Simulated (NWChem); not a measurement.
Program: NWChem. System: H7BGe2, charge 0, spin multiplicity 1, at a geometry optimised with PBE0/def2-SVP. The structure started from a generated list of species. Level: PBE0/def2-TZVP.

Job file:

```
start mol
memory heap 200 mb stack 800 mb global 1000 mb
geometry units angstroms nocenter noautoz noautosym
  B      0.864597    -0.106929    -0.225296
  Ge    -0.197185    -1.772366     0.357040
  H      0.382459    -3.107093    -0.148666
  H     -0.147137    -1.801691     1.903049
  H     -1.684741    -1.701188    -0.039782
  Ge     0.056908     1.786459    -0.323212
  H      0.005798     2.206361    -1.809622
  H     -1.371838     1.896903     0.241547
  H      0.946367     2.815087     0.405180
  H      2.034976    -0.224700    -0.507719
end
basis spherical
  * library def2-tzvp
end
dft
  xc pbe0
  semidirect memsize 60000000 filesize 0
  iterations 100
end
task dft energy
```

Output (cleaned and shortened):

```
             Northwest Computational Chemistry Package (NWChem) 7.3.0
             --------------------------------------------------------

                                NWChem Input Module
                                -------------------

 Scaling coordinates for geometry "geometry" by  1.889725989
 (inverse scale =  0.529177249)

                             Geometry "geometry" -> ""
                             -------------------------

 Output coordinates in angstroms (scale by  1.889725989 to convert to a.u.)

  No.       Tag          Charge          X              Y              Z
 ---- ---------------- ---------- -------------- -------------- --------------
    1 B                    5.0000     0.86459700    -0.10692900    -0.22529600
    2 Ge                  32.0000    -0.19718500    -1.77236600     0.35704000
    3 H                    1.0000     0.38245900    -3.10709300    -0.14866600
    4 H                    1.0000    -0.14713700    -1.80169100     1.90304900
    5 H                    1.0000    -1.68474100    -1.70118800    -0.03978200
    6 Ge                  32.0000     0.05690800     1.78645900    -0.32321200
    7 H                    1.0000     0.00579800     2.20636100    -1.80962200
    8 H                    1.0000    -1.37183800     1.89690300     0.24154700
    9 H                    1.0000     0.94636700     2.81508700     0.40518000
   10 H                    1.0000     2.03497600    -0.22470000    -0.50771900

 Effective nuclear repulsion energy (a.u.)     343.3039490543

            Nuclear Dipole moment (a.u.)
            ----------------------------
        X                 Y               Z
 ---------------- ---------------- ----------------
     0.0000094486     0.0000188973     0.0000056692


 Summary of "ao basis" -> "" (spherical)
 ------------------------------------------------------------------------------
       Tag                 Description            Shells   Functions and Types
 ---------------- ------------------------------  ------  ---------------------
 *                         def2-tzvp                  on all atoms

                                 NWChem DFT Module
                                 -----------------

 Summary of "ao basis" -> "ao basis" (spherical)
 ------------------------------------------------------------------------------
       Tag                 Description            Shells   Functions and Types
 ---------------- ------------------------------  ------  ---------------------
 B                         def2-tzvp                11       31   5s3p2d1f
 Ge                        def2-tzvp                16       48   6s5p4d1f
 H                         def2-tzvp                 4        6   3s1p

 Summary of "ao basis" -> "ao basis" (spherical)
 ------------------------------------------------------------------------------
       Tag                 Description            Shells   Functions and Types
 ---------------- ------------------------------  ------  ---------------------
 B                         def2-tzvp                11       31   5s3p2d1f
 Ge                        def2-tzvp                16       48   6s5p4d1f
 H                         def2-tzvp                 4        6   3s1p

            General Information
            -------------------
          SCF calculation type: DFT
          Wavefunction type:  closed shell.
          No. of atoms     :    10
          No. of electrons :    76
           Alpha electrons :    38
            Beta electrons :    38
[...]
 d= 0,ls=0.0,diis     3  -4182.4423083640 -3.16D-03  8.60D-04  4.06D-02    25.7
 d= 0,ls=0.0,diis     4  -4182.4476150461 -5.31D-03  1.10D-04  5.47D-04    30.0
 d= 0,ls=0.0,diis     5  -4182.4477087354 -9.37D-05  1.85D-05  7.67D-06    34.1
 d= 0,ls=0.0,diis     6  -4182.4477096897 -9.54D-07  6.07D-06  3.60D-06    38.2

         Total DFT energy =    -4182.447709689715
      One electron energy =    -6512.580045354444
           Coulomb energy =     2150.981612741830
    Exchange-Corr. energy =     -164.153226131356
 Nuclear repulsion energy =      343.303949054255

 Numeric. integr. density =       76.000015408783

     Total iterative time =     34.8s

                       DFT Final Molecular Orbital Analysis
                       ------------------------------------

 Vector   36  Occ=2.000000D+00  E=-3.485656D-01
              MO Center= -4.8D-01,  8.9D-02,  5.5D-02, r^2= 6.4D+00
   Bfn.  Coefficient  Atom+Function         Bfn.  Coefficient  Atom+Function
  ----- ------------  ---------------      ----- ------------  ---------------
   113      0.243221   6 Ge px               47     -0.217826   2 Ge px
   153     -0.199710   8 H  s                93      0.176084   5 H  s
   116      0.156297   6 Ge px               50     -0.139969   2 Ge px
    81     -0.139074   3 H  s               159      0.126002   9 H  s
   107     -0.117194   6 Ge px              152     -0.116828   8 H  s

 Vector   37  Occ=2.000000D+00  E=-3.217963D-01
              MO Center=  1.4D-01, -1.3D-01, -4.7D-02, r^2= 4.7D+00
   Bfn.  Coefficient  Atom+Function         Bfn.  Coefficient  Atom+Function
  ----- ------------  ---------------      ----- ------------  ---------------
     6      0.234223   1 B  px              165      0.181828  10 H  s
     9      0.180859   1 B  px               47     -0.180185   2 Ge px
   113     -0.165149   6 Ge px              153      0.151994   8 H  s
    93      0.136216   5 H  s               166      0.125321  10 H  s
   164      0.116906  10 H  s                50     -0.112549   2 Ge px

 Vector   38  Occ=2.000000D+00  E=-2.908739D-01
              MO Center=  4.2D-01, -4.0D-02, -1.1D-01, r^2= 4.4D+00
   Bfn.  Coefficient  Atom+Function         Bfn.  Coefficient  Atom+Function
  ----- ------------  ---------------      ----- ------------  ---------------
     7      0.280021   1 B  py              114     -0.264746   6 Ge py
    48     -0.232909   2 Ge py               10      0.221430   1 B  py
   117     -0.180755   6 Ge py               51     -0.156938   2 Ge py
   108      0.122490   6 Ge py               81      0.111144   3 H  s
    42      0.108042   2 Ge py              159     -0.101746   9 H  s

 Vector   39  Occ=0.000000D+00  E=-1.021664D-01
              MO Center=  6.9D-01, -7.6D-02, -1.8D-01, r^2= 3.2D+00
   Bfn.  Coefficient  Atom+Function         Bfn.  Coefficient  Atom+Function
  ----- ------------  ---------------      ----- ------------  ---------------
    11      0.341368   1 B  pz                8      0.333176   1 B  pz
    14      0.311821   1 B  pz               88     -0.194627   4 H  s
   148      0.178798   7 H  s               160     -0.138653   9 H  s
    94      0.107200   5 H  s                87     -0.092087   4 H  s
     9      0.089603   1 B  px                6      0.083767   1 B  px

 Vector   40  Occ=0.000000D+00  E= 2.440971D-02
              MO Center=  1.0D-01, -2.8D-02, -4.0D-03, r^2= 9.3D+00
   Bfn.  Coefficient  Atom+Function         Bfn.  Coefficient  Atom+Function
  ----- ------------  ---------------      ----- ------------  ---------------
     5      1.955015   1 B  s                37     -1.885499   2 Ge s
   103     -1.704048   6 Ge s                82      0.655668   3 H  s
   148      0.635000   7 H  s               160      0.607967   9 H  s
    88      0.517781   4 H  s               116     -0.382942   6 Ge px
    50     -0.358615   2 Ge px               12     -0.244851   1 B  px

 Vector   41  Occ=0.000000D+00  E= 3.894279D-02
              MO Center=  8.0D-04, -3.7D-02, -8.6D-03, r^2= 8.7D+00
   Bfn.  Coefficient  Atom+Function         Bfn.  Coefficient  Atom+Function
  ----- ------------  ---------------      ----- ------------  ---------------
   103     -1.726019   6 Ge s                37      1.707892   2 Ge s
    13      1.064617   1 B  py               94     -0.740817   5 H  s
   154      0.708966   8 H  s                51      0.583135   2 Ge py
   117      0.423578   6 Ge py              148      0.421948   7 H  s
    88     -0.408716   4 H  s                14     -0.315186   1 B  pz

------------------------------------------------------------
EAF file 0: "./mol.aoints.0" size=524288 bytes
------------------------------------------------------------
               write      read    awrite     aread      wait
               -----      ----    ------     -----      ----
     calls:        1         5         0         0         0
   data(b): 5.24e+05  2.62e+06  0.00e+00  0.00e+00
   time(s): 0.00e+00  0.00e+00  0.00e+00  0.00e+00  0.00e+00
rate(mb/s): 0.00e+00  0.00e+00
------------------------------------------------------------

 center of mass
 --------------
 x =  -0.00778799 y =  -0.00058203 z =   0.00073590

 moments of inertia (a.u.)
 ------------------
        1878.033156595632        -121.073723340885          35.637608807096
        -121.073723340885         166.075678814351         337.162905707804
          35.637608807096         337.162905707804        1864.393521692051

     Multipole analysis of the density
     ---------------------------------

     L   x y z        total         alpha         beta         nuclear
     -   - - -        -----         -----         ----         -------
     0   0 0 0     -0.000000    -38.000000    -38.000000     76.000000

     1   1 0 0      0.157438      0.078714      0.078714      0.000009
     1   0 1 0     -0.029466     -0.014743     -0.014743      0.000019
     1   0 0 1     -0.050787     -0.025396     -0.025396      0.000006

     2   2 0 0    -34.903951    -44.253673    -44.253673     53.603395
     2   1 1 0     -0.047798    -27.761593    -27.761593     55.475388
     2   1 0 1      0.308887      9.219376      9.219376    -18.129865
     2   0 2 0    -36.602656   -437.793799   -437.793799    838.984941
     2   0 1 1      0.493436     78.426567     78.426567   -156.359698
     2   0 0 2    -33.826155    -43.832280    -43.832280     53.838405

 Task  times  cpu:       38.2s     wall:       38.2s

 Total times  cpu:       38.3s     wall:       38.3s
```
